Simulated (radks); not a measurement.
The numbers below are computed, except where a source is named.
All-electron atom: Ta in [Xe] 4f14 5d3 6s2. Code: a radial shooting solver on a logarithmic mesh with Libxc functionals. Model: Dirac Kohn-Sham, PBE, spin-unpolarised, spherical densities, finite nucleus; open shells fill j = l - 1/2 first; Fermi nuclear charge, rms radius 5.3507 fm.

Normalised radial functions P(r) = r R(r) (large component), r in bohr:

```
   r/bohr * 5p3/2, o 5d3/2, + 5d5/2 (the largest magnitude, 0.98, reaches the edge; | marks zero, & curves that meet)
 0.003201                             &
 0.005051                             &*
 0.008033                             &*
  0.01278                             & *
  0.02016                             &   *
  0.03206                             |&    *
  0.05058                             | &   *
  0.08044                             |*  +o
   0.1269                     *       |    &
   0.2019                       *     |&
    0.321                      &      |          *
   0.5065                       &     |        *
   0.8056           *                 |     +o
    1.271  *                          |                +o
    2.021                *            |                 &
    3.189                           * |          o+
    5.072                             *   o+
    8.067                             *&
```

5p3/2: eigenvalue -36.593 eV, 3 radial nodes at r = 0.0827, 0.239, 0.596 bohr, <r> = 1.33 bohr, 90 % of the charge inside 1.95 bohr. 5d3/2: eigenvalue -3.740 eV, 2 radial nodes at r = 0.213, 0.641 bohr, <r> = 2.22 bohr, 90 % of the charge inside 3.63 bohr. 5d5/2 (empty): eigenvalue -3.169 eV, 2 radial nodes at r = 0.218, 0.656 bohr, <r> = 2.34 bohr, 90 % of the charge inside 3.85 bohr.
